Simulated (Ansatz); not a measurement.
Frontier orbitals of trimethylaluminium (TMA), C3H9Al.

The species carries charge 0 and has multiplicity 1. All single points use the PBE0-D4/def2-TZVP geometry. Basis def2-TZVPP, Ansatz 0.2.0.

Orbital energies of one run (eV). Highest occupied ones, from the top: -6.14, -6.14, -8.74, -8.90, -9.07, -9.07, -9.32, -9.32, -9.34, -16.10, -16.10, -16.45, -67.99, -67.99. Empty: -1.07, -0.36, 1.00, 1.00, 1.71, 2.12.

Task: Which functional gave them?
A. BLYP
B. B3LYP
C. PBE0
D. HSE06 (plane-wave form)

Result: A. HOMO energies: BLYP -6.14, B3LYP -7.32, HSE06 -7.13, PBE0 -7.53 eV.

B3LYP here is the variant with VWN-RPA as its local correlation; programs differ in this.
